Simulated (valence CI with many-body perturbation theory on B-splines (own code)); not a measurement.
## Pd XV in brief

Level of theory: configuration interaction combined with many-body perturbation theory (CI+MBPT): four valence electrons over a frozen Dirac-Fock core [Ar] 3d10, a basis of 11 s, 11 p, 9 d, 7 f, 5 g, 2 h, 1 i functions for each j, with the one-electron correlation potential Σ1 (screened to all orders), the two-electron term Σ2, the three-electron term Σ3, Breit, model QED; selected single and double excitations, second order for the rest (own B-spline code, finite nucleus).

No measured levels were compared; by estimate levels hold to about 250 cm⁻¹ or 0.2 % of their energy and the worst to 1 %, as in measured heavy ions of charge 2 to 7; those with d or f electrons hold less well.

Names give the largest LS component (configuration and term), which can be under half, so a name can repeat, a term be missing and a line seem to break the LS rules; names also repeat where a configuration has a term twice.

Rates and lifetimes use the calculated energies. Strong lines usually hold to 10 to 20 %, long lifetimes can be off by a factor of two.

Task: What is the ground level?

Result: 4s2.4p2 3P_0, composition 84 % 4s2.4p2 3P + 14 % 4s2.4p2 1S.

Task: What is the ionisation energy?

Result: 343.4 eV; NIST lists 342 ± 3 eV (theoretical).

Task: Name the longest-lived excited levels whose lifetime is computed, and their main decay.

Result: 4s2.4p2 3P_2 at 50051 cm⁻¹ lives 48.4 ms, mostly by M1 to 4s2.4p2 3P_1; 4s2.4p2 3P_1 at 36871 cm⁻¹ lives 1.30 ms, mostly by M1 to 4s2.4p2 3P_0; 4s2.4p2 1D_2 at 98334 cm⁻¹ lives 405 μs, mostly by M1 to 4s2.4p2 3P_1. The lifetime of 4s2.4p.4d 3F°_4 is too uncertain to give, and may be longer.

Task: Where does the other parity begin?

Result: At 4s.4p3 5S°_2, 286380 cm⁻¹.

Task: Among levels below 943400 cm⁻¹, which E1 lines absorb most strongly from the ground level?

Result: to 4s2.4p.4d 3D°_1 at 17.55 nm, f = 1.90; to 4s.4p3 3D°_1 at 29.05 nm, f = 0.287; to 4s.4p3 3S°_1 at 22.15 nm, f = 0.227.
